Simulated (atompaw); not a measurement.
What one change does to a pseudopotential (molybdenum (Mo), PAW (atompaw))

- Element: molybdenum (Mo)
- Generator: atompaw 4.2.0.5
- Type: PAW
- Functional: PBE
- Relativity: scalar-relativistic
- Frozen core: [Ar] 3d10
- Valence charge: 14
- Reference configuration: 4s2 4p6 4d5 5s0.5 5p0 (charge +0.5)
- Partial waves: 4s (bound): rc 1.25 bohr; 5s (bound): rc 2.50 bohr; 4p (bound): rc 1.35 bohr; 5p (bound, empty): rc 2.50 bohr; 4d (bound): rc 2.50 bohr; 4d channel at 2.85 Ry: rc 2.40 bohr
- Local potential: bessel scheme, radius 2.40 bohr
- Core correction: smooth core density matched at 1.40 bohr
- Augmentation charge: gaussian compensation charge, radius 2.15 bohr; PAW radius 2.50 bohr; waves and projectors: custom rrkj vanderbiltortho

All-electron outer shells of the reference configuration (PBE, scalar-relativistic, ld1.x):

```csv
shell,level (eV),outermost node (bohr),outermost maximum (bohr)
3d,-224.15,–,0.32
4s,-67.56,0.51,0.99
4p,-41.72,0.52,1.08
4d,-6.94,0.53,1.38
5s,-6.86,1.34,2.86
5p,-3.36,1.54,3.76
```

Change: local potential troulliermartins scheme with l = 3 at 0 Ry, radius 2.40 bohr.

Cutoffs: the cutoffs (Ry, on a coarse ladder) from which the occupation-weighted sum of valence levels, in a spherical-Bessel basis at the reference potential, stays within 10 and 1 mRy of its value at 400 Ry; they do not see the model core or the augmentation charge, which bear on the density cutoff.

What does the change do?

The potential gets neither clearly harder nor softer (45 Ry and 80 Ry → 45 Ry and 80 Ry); the p channel sets the loose cutoff, while the largest relative change is in s, which becomes softer; the range in which the s phases agree narrows (upper end 4.1 → 2.8); neither file shows a bound ghost.

| quantity | base | changed |
| --- | --- | --- |
| cutoff, loose | 45 Ry | 45 Ry |
| cutoff, tight | 80 Ry | 80 Ry |
| loose cutoff by channel (10 mRy a level) | s 18 Ry, p 35 Ry, d 15 Ry | s 15 Ry, p 35 Ry, d 15 Ry |
| bound ghosts | none | none |
| s: phases at 2.51 bohr within 0.05 rad from the reference energy up to (Ry; the scan ends near 5) | 4.1 | 2.8 |
| p: phases at 2.51 bohr within 0.05 rad from the reference energy up to (Ry; the scan ends near 5) | 4.8 | 4.8 |
| d: phases at 2.51 bohr within 0.05 rad from the reference energy up to (Ry; the scan ends near 5) | to the end of the scan | to the end of the scan |
| lowest overlap eigenvalue by channel | s 0.45, p 0.49, d 0.90 | s 0.38, p 0.40, d 0.85 |

 The cutoffs see the waves, projectors and local potential, not the compensation charge or the core.
